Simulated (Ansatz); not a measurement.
GeH8OSi2 can be A, `O[SiH]([SiH3])[GeH3]`, or B, `[SiH3]O[SiH2][GeH3]`.

Gas-phase electronic energies from Ansatz, PBE0-D4/def2-TZVP geometries. CCSD(T)/CBS adds triple-zeta CCSD(T) − MP2 to the extrapolated MP2 energy (def2 sets, frozen cores). DFT in def2-TZVPP. B3LYP here is the variant with VWN-RPA as its local correlation; programs differ in this. For Ge outer-core shells are correlated without core-valence functions, which leaves a few kJ/mol of doubt a bond. Scalar relativity is left out up to krypton. Each species was taken in one conformer, which may not be the lowest.

Task: Which isomer does CCSD(T)/CBS put lower? Give the gap. (Best estimate.)

Result: Computed: B, by 24.7 kcal/mol.

Task: Give E(B) − E(A) in kcal/mol with HF/def2-TZVPP, B3LYP-D4, B3LYP, B2PLYP, PBE0-D4, ωB97M-V, r2SCAN-D4. (An estimate is asked.)

Result: Computed: HF/def2-TZVPP -32.3, B3LYP-D4 -24.7, B3LYP -25.2, B2PLYP -26.1, PBE0-D4 -20.3, ωB97M-V -25.2, r2SCAN-D4 -22.8. None reverses the order clearly.

Largest T1 diagnostic: 0.013.

From PBE to PBE0 (25 % exact exchange), in def2-TZVPP and without D4, E(B) − E(A) moves by −2.3 kcal/mol. In def2-TZVPP, CCSD(T) changes the Hartree–Fock value by +7.4 kcal/mol (the triples alone add +1.1 kcal/mol) and MP2 by +5.8 kcal/mol.
